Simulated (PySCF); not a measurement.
## From a computed spectrum to the compound

A species of 10 atoms with charge 2 has these harmonic modes (PBE0, small Gaussian bases with core potentials, PySCF 2.14.0):

```
cm⁻¹  km/mol  symmetry
 -22       –        a2
  25     2.1         e
  25     2.1         e
  54     0.1         e
  54     0.1         e
 122     0.0        a1
 287     0.0        a1
 297    10.7         e
 297    10.7         e
 496     0.1        a2
 512    19.7         e
 512    19.7         e
 532   246.1         e
 532   246.1         e
 536   728.4        a2
1679   155.0         e
1679   155.0         e
1681     0.0        a1
3768   324.6         e
3768   324.6         e
3772     0.0        a1
3828   280.7        a2
3828   242.4         e
3828   242.4         e
```

Question: Which species is it, and in which structure?

Answer: [Eu(H2O)3]2+ (singlet in the valence; each metal's 4f electrons, 7 of them, lie in its core potential, out of spins and levels):
```xyz
10

Eu    0.0000    0.0000    0.0000
O     2.4889    0.0000    0.0000
H     3.0907    0.6100    0.4608
H     3.0907   -0.6099   -0.4608
O    -1.2445    2.1555    0.0000
H    -2.0736    2.3717    0.4608
H    -1.0172    2.9816   -0.4608
O    -1.2444   -2.1555    0.0000
H    -1.0171   -2.9816    0.4608
H    -2.0736   -2.3717   -0.4608
```
 Negative wavenumbers this small are taken as noise. An lcecp potential fixes the number of 4f electrons, so in runs with it no electron can move into or out of that shell.
 This is one of several that fit.
